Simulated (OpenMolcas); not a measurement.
Pt2+ (d8) among equal point charges was computed by CASSCF with the d shell active (OpenMolcas, ANO-RCC-VDZP on the metal). Its lowest spin-free states, and all those of the highest spin:

```
2S+1  Degeneracy  E (cm-1)
   3           3       0.0
   3           3      2813
   3           1      5882
   1           2     11618
   1           3     12092
   3           3     14292
   1           3     17946
   1           3     19027
   1           1     19595
   1           2     20289
   1           1     43838
```

Task: Is the site octahedral, tetrahedral or cube-like, axial, or of lower symmetry?

Result: The states with 2S+1 = 3 have orbital degeneracies 3, 3, 1, 3. Threefold states need a cubic site. For d8 at this spin an octahedron puts the single A2 below the threefold T2 and a tetrahedron or cube puts the threefold T1 below the threefold T2, so the site is a tetrahedron or a cube, which this pattern cannot tell apart. The run had Pt2+ among 4 point charges of -2.5 e arranged as a tetrahedron (Td), 2.07 Å from the ion.

An orbital triplet at a regular site is open to Jahn-Teller coupling, which can distort the site and quench the lowest spin-orbit gaps and is left out. Without dynamic correlation the repulsion within the d shell is too large (B by tens of per cent), so at a given field states of lower spin stand too high. Real 4d8 and 5d8 ions are as a rule square planar and diamagnetic. Point charges carry no covalency, so the field is a model and not that of real ligands. No measured value stands beside these numbers.
